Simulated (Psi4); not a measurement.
Conformational energy of C8H7NO, SMILES COc1cccc(C#N)c1, singlet. Scanned: dihedral C1–O2–C3–C4; all other coordinates were relaxed at GFN2-xTB. Points at φ and −φ are mirror images.

Geometry of the scan point at 0° (Å):
```
17

C      2.6860    -0.8693     0.3721
O      2.0065     0.3437     0.1510
C      0.6755     0.3095    -0.1118
C     -0.0965    -0.8477    -0.1839
C     -1.4527    -0.7631    -0.4607
C     -2.0619     0.4568    -0.6690
C     -1.2894     1.6186    -0.5971
C     -1.8974     2.8786    -0.8085
N     -2.4002     3.8940    -0.9818
C      0.0695     1.5480    -0.3206
H      3.7226    -0.5943     0.5590
H      2.6383    -1.5224    -0.5051
H      2.2900    -1.3989     1.2444
H      0.3462    -1.8184    -0.0267
H     -2.0366    -1.6699    -0.5129
H     -3.1170     0.5238    -0.8846
H      0.6715     2.4413    -0.2636
```

Computed with Psi4 with PBE-D3(BJ)/def2-SVP // GFN2-xTB.

Scanned values (°): -150, -120, -90, -60, -30, 0, 30, 60, 90, 120, 150, 180.

Describe the profile: where are the wells and the tops?

Lower than their neighbours: 0° (1.6 kJ/mol), 180° (0.0 kJ/mol). Higher than their neighbours: -90° (21.3 kJ/mol), 90° (21.3 kJ/mol). The whole profile spans 21.3 kJ/mol.
